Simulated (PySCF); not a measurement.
An EPR job, as run on `COCB1[CH]CCC1` [radical].

Method: PySCF, UKS B3LYP, pcH-1 on B C H O, non-relativistic, mean-field spin-orbit, GIAO.

Input of the driver that calls PySCF (job settings, then Cartesian coordinates in Å):

```
{"job": {"kind": "epr", "basis": "pcH-1"}, "charge": 0, "multiplicity": 2}
C      3.5659     0.2864     0.0540
O      2.2386     0.0683     0.4411
C      1.3214     0.1815    -0.6372
B     -0.1833    -0.0521    -0.1942
C     -0.7144    -0.4208     1.1630
C     -2.1919    -0.5153     1.1397
C     -2.6440     0.1505    -0.1685
C     -1.4580     0.0441    -1.1430
H      4.1790     0.1906     0.9488
H      3.8944    -0.4517    -0.6916
H      3.7005     1.2909    -0.3719
H      1.4392     1.1754    -1.1047
H      1.6015    -0.5407    -1.4258
H     -0.1926    -0.6417     2.0803
H     -2.4773    -1.5764     1.1417
H     -2.6592    -0.0754     2.0261
H     -3.5565    -0.3000    -0.5605
H     -2.8495     1.2044     0.0276
H     -1.5569    -0.8708    -1.7339
H     -1.4619     0.8634    -1.8619
```

The driver printed:

```
UKS, coarse grid
  cycle   1  E = -335.79617886  |g| = 5.06e-01
  cycle   2  E = -335.67166014  |g| = 7.65e-01
  cycle   3  E = -335.90765493  |g| = 8.75e-02
  cycle   4  E = -335.90982356  |g| = 4.30e-02
  cycle   5  E = -335.91064678  |g| = 7.22e-03
  cycle   6  E = -335.91067296  |g| = 2.54e-03
  cycle   7  E = -335.91067631  |g| = 1.01e-03
  cycle   8  E = -335.91067691  |g| = 2.32e-04
UKS, final grid
  cycle   1  E = -335.91072657  |g| = 2.40e-04
  cycle   2  E = -335.91072656  |g| = 2.99e-04
  cycle   3  E = -335.91072660  |g| = 2.88e-05
  cycle   4  E = -335.91072660  |g| = 1.85e-05
E = -335.91072660 Eh   <S^2> = 0.7526 (exact 0.7500)
g shifts (ppm)      1          2          3
  rmc          -117       -117       -117
  gc             -2         22         18
  oz_so          -3        350        909
  total        -122        255        811
hyperfine (MHz)  atom isotope    a_iso     a_fc   dipolar eigenvalues
    0   13C      -0.27      -0.27     -0.23     -0.15      0.37
    1   17O       0.44       0.44     -0.63      0.30      0.33
    2   13C      -5.59      -5.59     -1.16      0.28      0.88
    3   11B     -10.43     -10.43    -13.30     -5.85     19.15
    4   13C      48.60      48.60    -61.27    -60.78    122.05
    5   13C     -25.75     -25.75     -3.23      0.42      2.81
    6   13C       9.34       9.34     -1.10     -0.93      2.03
    7   13C      -7.26      -7.26     -1.88      0.62      1.27
    8    1H      -0.05      -0.05     -0.61     -0.60      1.21
    9    1H       0.24       0.24     -0.68     -0.63      1.30
   10    1H       0.14       0.14     -0.66     -0.64      1.30
   11    1H      17.66      17.66     -2.11     -1.94      4.05
   12    1H      20.83      20.83     -2.21     -1.68      3.89
   13    1H     -47.04     -47.04    -29.22     -1.72     30.95
   14    1H     150.23     150.23     -5.41     -2.77      8.18
   15    1H      77.88      77.88     -4.63     -3.23      7.86
   16    1H      -1.56      -1.56     -1.90     -1.52      3.42
   17    1H       0.52       0.52     -2.78     -2.33      5.11
   18    1H      38.79      38.79     -2.84     -2.12      4.95
   19    1H      23.24      23.24     -2.37     -1.92      4.30
```

Atoms in this output count from 0. The g shifts stand along the tensor's principal axes 1 to 3: rmc is the relativistic mass correction, gc the gauge correction, oz_so the orbital-Zeeman/spin–orbit term. a_fc is the Fermi-contact part of a_iso, which also holds a spin–orbit part where one was computed. The run used 320 basis functions and 12 SCF iterations in all.

Time: 1.8 min wall (with the writing of density and orbital grids); peak memory 0.98 GiB. Hardware: one thread, Arm Neoverse V1 (aarch64), no GPU, shared host with 32 logical CPUs at a one-minute load of 28.

Q: Where does the spin sit (Mulliken spin populations, atoms from 0)?

A: 4 C +0.81, 3 B +0.19, 5 C -0.08, 14 H +0.06, 13 H -0.03, 15 H +0.03, 7 C -0.02, 2 C -0.02. Over all atoms they add up to 1.

Isolated species at its GFN2-xTB geometry (one conformer only).
Labels such as C1 count atoms from 1, the log's own numbers from 0.
